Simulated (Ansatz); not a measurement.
AlB₂H₈NSi. Charge 0, multiplicity 1. The bonds changed during the relaxation, so this is another structure than the one it started from. All single points use the PBE0-D4/def2-TZVP geometry. It is one conformer, not always the lowest.

```xyz
13

B     0.718   -1.035    0.276
B    -0.775   -0.913   -0.375
Si    0.108   -0.820   -2.019
Al   -0.072    1.074    0.332
N    -0.708    1.524    1.915
H     0.967   -1.834    1.130
H     1.639   -0.249    0.073
H    -1.756   -1.536   -0.127
H     1.228    0.087   -2.362
H    -0.069   -1.810   -3.117
H     0.570    2.187   -0.585
H    -1.133    0.872    2.556
H    -0.716    2.454    2.302
```

What is the dipole moment at ωB97M-V/def2-TZVPP? (An estimate is asked.)

Computed: 0.73 D, with components (-0.14, 0.52, -0.49) D in this frame, pointing from negative to positive charge.

And with PBE, r2SCAN, B3LYP? (Estimate.)

Ansatz gave: PBE 0.69 D, r2SCAN 0.60 D, B3LYP 0.67 D.

Give the Mulliken charges with ωB97M-V, B3LYP, PBE in def2-TZVPP. (An estimate is asked.)

Computed: 
```csv
atom,ωB97M-V,B3LYP,PBE
B1,-0.33,-0.15,-0.16
B2,-0.20,-0.09,-0.07
Si3,0.08,0.12,0.09
Al4,0.34,0.33,0.26
N5,-0.37,-0.41,-0.39
H6,0.10,0.04,0.02
H7,0.12,0.04,0.06
H8,0.13,0.06,0.04
H9,0.03,-0.03,-0.01
H10,0.00,-0.05,-0.04
H11,-0.11,-0.13,-0.12
H12,0.12,0.14,0.15
H13,0.10,0.13,0.14
```

B3LYP here is the variant with VWN-RPA as its local correlation; programs differ in this.
